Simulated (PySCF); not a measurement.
# How the method moves the HOMO and LUMO of `C/N=C\[SiH2]P`

C₂H₈NPSi.
Numbering: `[CH3:1]/[N:2]=[CH:3]\[SiH2:4][PH2:5]` (hydrogens: H6, H7, H8 on C1; H9 on C3; H10, H11 on Si4; H12, H13 on P5)

Structure used (PBE0-D3(BJ)/def2-SVP), in Å, numbered top down from 1:
```
atom  x, y, z in Å
C1     1.8831    0.5177    0.2888
N2     1.5782   -0.2960   -0.8504
C3     0.4518   -0.8738   -0.9455
Si4   -1.0343   -0.8330    0.2601
P5    -1.8948    1.2680    0.2685
H6     2.8032    0.1414    0.7646
H7     1.0863    0.5785    1.0569
H8     2.1105    1.5405   -0.0534
H9     0.2954   -1.4753   -1.8604
H10   -2.0069   -1.8599   -0.2220
H11   -0.6443   -1.1711    1.6636
H12   -3.1790    0.8609    0.7475
H13   -2.2845    1.1975   -1.1050
```

Basis pcSseg-1 throughout (PySCF), one geometry. One conformer (not necessarily the lowest) at the PBE0-D3(BJ)/def2-SVP geometry, without solvent, vibrations or thermal averaging.

How do the orbital energies, the gap and the dipole change with the method?

| method | kind | HOMO (eV) | LUMO (eV) | gap (eV) | μ (D) | SCF cycles |
| --- | --- | --- | --- | --- | --- | --- |
| BLYP | GGA | -5.40 | -1.93 | 3.47 | 1.06 | 15 |
| OPBE | GGA | -5.53 | -2.03 | 3.51 | 1.10 | 15 |
| PBE | GGA | -5.53 | -2.11 | 3.43 | 1.07 | 14 |
| B97-D | GGA | -5.55 | -2.00 | 3.55 | 1.11 | 14 |
| LDA | LDA | -5.62 | -2.31 | 3.30 | 1.14 | 14 |
| BP86 | GGA | -5.65 | -2.20 | 3.45 | 1.08 | 13 |
| KT2 | GGA | -5.71 | -2.09 | 3.62 | 1.07 | 14 |
| KT3 | GGA | -5.71 | -2.05 | 3.67 | 1.07 | 14 |
| B97-2 | global hybrid | -6.69 | -1.18 | 5.51 | 1.25 | 12 |
| B3LYP | global hybrid | -6.69 | -1.32 | 5.38 | 1.22 | 12 |
| PBE0 | global hybrid | -6.94 | -1.13 | 5.81 | 1.27 | 13 |
| mPW1PW91 | global hybrid | -6.98 | -1.14 | 5.84 | 1.29 | 13 |
| BHandHLYP | global hybrid | -8.25 | -0.02 | 8.24 | 1.40 | 12 |
| CAM-B3LYP | range-separated hybrid | -8.28 | 0.05 | 8.33 | 1.34 | 12 |
| wB97X-D | range-separated hybrid | -8.81 | 0.64 | 9.46 | 1.36 | 13 |
| LC-wPBE | range-separated hybrid | -9.63 | 1.13 | 10.76 | 1.47 | 13 |
| HF | Hartree–Fock | -10.13 | 2.55 | 12.67 | 1.57 | 11 |

The HOMO spans 4.73 eV, from BLYP down to HF, and the gap runs from 3.30 eV (LDA) to 12.67 eV (HF). Over the methods BLYP (0 %), OPBE (0 %), PBE (0 %), B97-D (0 %), LDA (0 %), BP86 (0 %), KT2 (0 %), KT3 (0 %), B97-2 (21 %), B3LYP (20 %), PBE0 (25 %), mPW1PW91 (25 %), BHandHLYP (50 %), HF (100 %), a straight line through the gap against the share of exact exchange rises by 0.92 eV for each 10 % (correlation coefficient 0.999). The dipole ranges from 1.06 D (BLYP) to 1.57 D (HF). This basis has no diffuse functions.
